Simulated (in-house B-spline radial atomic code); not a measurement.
Br⁶⁺. Computed with a B-spline radial atomic code. Model: all-electron spherical atom, spin shells full or empty, radial basis limit, no spin-orbit coupling, Breit or QED, empty-state partial waves extrapolated as (l+1/2)^-4, RPA, G0W0 and static COHSEX of the highest shell as one setting changes (uncorrelated shells keep exact exchange).

Given: element Br; charge 6; filled core Ar; hamiltonian one-electron scalar X2C; mean-field start PBE0; highest l of empty states 9; nuclear rms radius 4.1629 fm; highest mean-field shell 4s up.

Shell: 3d 5 5, 4s 1 0 (electrons up and down).

```json
{"natural log step of frequency grid": "0.25", "RPA correlation energy (hartree)": "-2.1721", "G0W0 level (eV)": "-103.88", "G0W0 minus most complete (meV)": "0", "RPA minus most complete (millihartree)": "0", "linearised minus solved G0W0 (meV)": "9.5"}
{"natural log step of frequency grid": "0.4", "RPA correlation energy (hartree)": "-2.1721", "G0W0 level (eV)": "-103.88", "G0W0 minus most complete (meV)": "0", "RPA minus most complete (millihartree)": "0", "linearised minus solved G0W0 (meV)": "9.5"}
{"natural log step of frequency grid": "0.6", "RPA correlation energy (hartree)": "?", "G0W0 level (eV)": "?", "G0W0 minus most complete (meV)": "?", "RPA minus most complete (millihartree)": "?", "linearised minus solved G0W0 (meV)": "?"}
{"natural log step of frequency grid": "0.9", "RPA correlation energy (hartree)": "?", "G0W0 level (eV)": "?", "G0W0 minus most complete (meV)": "?", "RPA minus most complete (millihartree)": "?", "linearised minus solved G0W0 (meV)": "?"}
{"natural log step of frequency grid": "1.3", "RPA correlation energy (hartree)": "-2.172", "G0W0 level (eV)": "-103.88", "G0W0 minus most complete (meV)": "3.2", "RPA minus most complete (millihartree)": "0.1", "linearised minus solved G0W0 (meV)": "10.8"}
{"natural log step of frequency grid": "1.8", "RPA correlation energy (hartree)": "-2.1785", "G0W0 level (eV)": "-103.88", "G0W0 minus most complete (meV)": "-0.9", "RPA minus most complete (millihartree)": "-6.3", "linearised minus solved G0W0 (meV)": "7.8"}
{"natural log step of frequency grid": "2.5", "RPA correlation energy (hartree)": "-2.12", "G0W0 level (eV)": "-103.85", "G0W0 minus most complete (meV)": "37.3", "RPA minus most complete (millihartree)": "52.2", "linearised minus solved G0W0 (meV)": "6.2"}
{"natural log step of frequency grid": "3.5", "RPA correlation energy (hartree)": "-2.0694", "G0W0 level (eV)": "-103.57", "G0W0 minus most complete (meV)": "316.8", "RPA minus most complete (millihartree)": "102.8", "linearised minus solved G0W0 (meV)": "21.2"}
```

(1) What follows for natural log step of frequency grid = 0.6?

(2) What follows for natural log step of frequency grid = 0.9?

Results:

(1) RPA correlation energy -2.1721 hartree; G0W0 level -103.88 eV; G0W0 minus most complete 0 meV; RPA minus most complete 0 millihartree; linearised minus solved G0W0 9.5 meV.

(2) RPA correlation energy -2.1722 hartree; G0W0 level -103.88 eV; G0W0 minus most complete -0.2 meV; RPA minus most complete 0 millihartree; linearised minus solved G0W0 9.5 meV.
